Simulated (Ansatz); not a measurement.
H9NOSi3, SMILES `N[SiH]([SiH3])O[SiH3]`. Charge 0, multiplicity 1.

```xyz
14

N     0.040    1.587   -1.155
Si   -0.097   -0.106   -0.984
Si    2.030   -0.925   -0.440
O    -1.159   -0.611    0.169
Si   -1.778   -0.175    1.617
H    -0.636    2.139   -1.657
H     0.615    2.150   -0.551
H    -0.627   -0.631   -2.267
H     2.948   -0.837   -1.608
H     1.967   -2.341    0.013
H     2.610   -0.109    0.666
H    -0.700    0.308    2.523
H    -2.433   -1.360    2.222
H    -2.779    0.912    1.453
```

(1) Give the diagnostics of a CCSD(T)/def2-TZVPP run (frozen core, the Gaussian-basis code of Ansatz). (Best estimate.)

Answers

(1) Computed: T1 = 0.0121, largest single amplitude 0.013, largest double 0.018, (T) share of the correlation energy 3.4 %, 9 CCSD cycles. The RHF solution is stable towards an unrestricted one. T1 lies under the customary mark of 0.02 for closed shells.
